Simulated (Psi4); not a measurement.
C2H7BO3, singlet, at a GFN2-xTB geometry, atoms displaced at random by about 0.03 Å a coordinate; Psi4 with PBE0/6-31G, gradient.

Psi4 was given this input:
```
memory 2 GB

molecule mol {
0 1
B     0.018099    0.941358   -0.028601
O     0.317994    2.067878   -0.702954
H    -0.245252    2.857731   -0.646756
O    -1.114601    0.843241    0.742238
H    -1.651678    1.642403    0.873478
O     0.807276   -0.121170   -0.164849
C     0.585514   -1.371120    0.482232
C    -0.398943   -2.231486   -0.320308
H     1.590444   -1.832342    0.549265
H     0.210947   -1.206626    1.426633
H     0.006270   -2.310970   -1.345530
H    -0.506317   -3.167734    0.108346
H    -1.324121   -1.681326   -0.415012
symmetry c1
no_reorient
no_com
}

set {
  basis 6-31g
  reference rks
}

gradient('pbe0')
print_variables()
```

What the program printed (banner, timings and long lists left out):

```
gradient() will perform analytic gradient computation.

   => Loading Basis Set <=

    Name: 6-31G
    Role: ORBITAL
    Keyword: BASIS

         ---------------------------------------------------------
                                   SCF
               by Justin Turney, Rob Parrish, Andy Simmonett
                          and Daniel G. A. Smith
                              RKS Reference
         ---------------------------------------------------------

  ==> Geometry <==

    Molecular point group: c1
    Full point group: C1

    Geometry (in Angstrom), charge = 0, multiplicity = 1:

       Center              X                  Y                   Z               Mass
    ------------   -----------------  -----------------  -----------------  -----------------
         B            0.018099000000     0.941358000000    -0.028601000000    11.009305360000
         O            0.317994000000     2.067878000000    -0.702954000000    15.994914619570
         H           -0.245252000000     2.857731000000    -0.646756000000     1.007825032230
         O           -1.114601000000     0.843241000000     0.742238000000    15.994914619570
         H           -1.651678000000     1.642403000000     0.873478000000     1.007825032230
         O            0.807276000000    -0.121170000000    -0.164849000000    15.994914619570
         C            0.585514000000    -1.371120000000     0.482232000000    12.000000000000
         C           -0.398943000000    -2.231486000000    -0.320308000000    12.000000000000
         H            1.590444000000    -1.832342000000     0.549265000000     1.007825032230
         H            0.210947000000    -1.206626000000     1.426633000000     1.007825032230
         H            0.006270000000    -2.310970000000    -1.345530000000     1.007825032230
         H           -0.506317000000    -3.167734000000     0.108346000000     1.007825032230
         H           -1.324121000000    -1.681326000000    -0.415012000000     1.007825032230

  Running in c1 symmetry.

  Rotational constants: A =      0.23745  B =      0.07467  C =      0.06486 [cm^-1]
  Rotational constants: A =   7118.43030  B =   2238.56958  C =   1944.55636 [MHz]
  Nuclear repulsion =  242.316836202607959

  Charge       = 0
  Multiplicity = 1
  Electrons    = 48
  Nalpha       = 24
  Nbeta        = 24

  ==> Algorithm <==

  SCF Algorithm Type is DF.
  DIIS enabled.
  MOM disabled.
  Fractional occupation disabled.
  Guess Type is SAD.
[...]
  @DF-RKS Final Energy:  -330.59703722779813
    Total Energy =                       -330.5970372277981255
[...]
    M. Ernzerhof and G. E. Scuseria,  J. Chem. Phys. 110, 5029 (1999) (10.1063/1.478401)

    Deriv               =              1
    GGA                 =           TRUE
    Meta                =          FALSE

    Exchange Hybrid     =           TRUE
    MP2 Hybrid          =          FALSE

   => Exchange Functionals <=

    0.7500   Perdew, Burke & Ernzerhof

   => Exact (HF) Exchange <=

    0.2500               HF

   => Correlation Functionals <=

    1.0000   Perdew, Burke & Ernzerhof

   => LibXC Density Thresholds  <==

    XC_HYB_GGA_XC_PBEH:  1.00E-15

   => Molecular Quadrature <=

    Radial Scheme          =       TREUTLER
    Pruning Scheme         =           NONE
    Nuclear Scheme         =       TREUTLER

    Blocking Scheme        =         OCTREE
    BS radius alpha        =              1
    Pruning alpha          =              1
    Radial Points          =             75
    Spherical Points       =            302
    Total Points           =         276644
    Total Blocks           =           2086
    Max Points             =            256
    Max Functions          =             66
    Weights Tolerance      =       1.00E-15

  -Total Gradient:
     Atom            X                  Y                   Z
    ------   -----------------  -----------------  -----------------
       1        0.014247352458    -0.000801959422    -0.002326476773
       2       -0.008984857328    -0.033522932981     0.016964607832
       3       -0.004855287881     0.005328256147     0.001344399202
       4        0.019179828467    -0.001939983648    -0.016237796178
       5       -0.000033162876     0.006093152842    -0.001314868554
       6       -0.020606945413     0.010050948130     0.010119725904
       7       -0.020574620176     0.024672928154     0.039690419227
       8       -0.029783699652    -0.049637040399     0.028450124305
       9        0.010469514423     0.000071823981    -0.000191433123
      10        0.017099661872    -0.007467731565    -0.049546549058
      11        0.002648673459     0.005638821857    -0.005512159679
      12        0.009315073906     0.040211267198    -0.017005850239
      13        0.011855044481     0.001346425429    -0.004348773053

  Variable Map:
  ----------------------------------------------------------------------------
[...]
  Array Variable Map:
  ----------------------------------------------------------------------------
[...]
[...]
```
